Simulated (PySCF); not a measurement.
ClF3H2Si2, SMILES F[Si](F)(F)[SiH2]Cl. Atoms are numbered in the order given.

```xyz
8

Si    -0.0538    -1.0689     0.0000
F      1.0287    -2.2627     0.0000
F     -0.9854    -1.2658    -1.2972
F     -0.9854    -1.2658     1.2972
Si     0.9999     1.0100     0.0000
Cl    -0.4964     2.4510     0.0000
H      1.8368     1.1531     1.2192
H      1.8368     1.1531    -1.2192
```
Charge 0, spin multiplicity 1.

Geometry: B3LYP-D3(BJ)/def2-SVP. The structure was generated by enumeration, and PubChem lists no compound with its InChIKey, so it may never have been made. One conformer was computed; it need not be the lowest.

Method: r2SCAN/def2-TZVP run with PySCF.

Symmetry labels are those of the subgroup Cs that the program uses (full group Cs).

Question: List the valence orbital energies around the gap with their symmetry. (The exact figures need the calculation; the answer reports its results.)

Answer: 
```
orbital  symmetry  energy (eV)
-------  --------  -----------
HOMO−7         A'       -11.10
HOMO−6         A"       -11.08
HOMO−5         A"       -10.63
HOMO−4         A'       -10.55
HOMO−3         A"       -10.24
HOMO−2         A'        -9.59
HOMO−1         A"        -8.50
HOMO           A'        -8.08
LUMO           A'        -1.88
LUMO+1         A"        -1.19
LUMO+2         A'        -0.16
LUMO+3         A'         0.21
```
